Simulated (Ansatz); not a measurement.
GaCl2H (GaHCl2). Charge 0, multiplicity 1. Geometry PBE-D4/def2-TZVP, basis def2-TZVP, Ansatz.

```
atom   x (Å)   y (Å)   z (Å)
 Ga1   0.166   0.032   0.081
 Cl2  -0.155   0.261  -2.027
 Cl3  -1.556  -0.589   1.198
  H4   1.545   0.296   0.749
```

| run | HOMO (eV) | LUMO (eV) |
| --- | --- | --- |
| A | -9.15 | -1.77 |
| B | -7.68 | -2.42 |
| C | -11.57 | 0.17 |
| D | -8.62 | -2.02 |
| E | -8.10 | -2.30 |
| F | -8.74 | -2.13 |

HSE06 is defined as in plane-wave codes, on full-range PBE exchange.

Question: The runs used HSE06, PBE0, r2SCAN, r2SCANh, revPBE, ωB97X-V. Estimate which is which.

Answer: A PBE0 (25 % exact exchange); B revPBE (0 % exact exchange); C ωB97X-V (range-separated); D r2SCANh (10 % exact exchange); E r2SCAN (0 % exact exchange); F HSE06 (range-separated). Exact exchange lowers occupied and raises empty levels; among semilocal functionals meta-GGAs tend to open the gap a little, and such runs are hard to tell apart. The gap grows from 5.26 eV (revPBE) to 11.74 eV (ωB97X-V).
